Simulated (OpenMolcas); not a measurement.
Which level was it?

The species is CH3BFNO (8 atoms), meant as a singlet with charge 0. As SMILES, `NC1(F)BO1`. Geometry: relaxed at PBE0-D4/def2-TZVP. This is one conformer, not always the lowest.

```xyz
8

N    -0.4310    1.1484    0.1846
C     0.0541   -0.0612   -0.2896
F     0.1221   -0.1327   -1.6583
B     0.3376   -1.3072    0.5151
O     1.3469   -0.4730    0.2553
H    -1.4395    1.1701    0.2114
H    -0.0753    1.9416   -0.3362
H     0.1772   -2.3431    1.0619
```

Orbital energies and the dipole are those of the mean-field step.

A calculation with OpenMolcas 26.06 gave:

The total energy is -293.7760 Eh. The dipole moment is 2.41 D. The HOMO energy is -11.49 eV, the LUMO energy is 3.64 eV and the HOMO–LUMO gap is 15.13 eV.

Question: Which of these levels gave the numbers?
A. BHLYP/6-31G* (spherical functions)
B. revPBE/6-31G* (spherical functions)
C. TPSS/6-31G* (spherical functions)
D. CCSD(T)/6-31G* (spherical functions)

Answer: D. The others give -294.4627 Eh (revPBE/6-31G* (spherical functions)), -294.5907 Eh (TPSS/6-31G* (spherical functions)), -294.4115 Eh (BHLYP/6-31G* (spherical functions)).
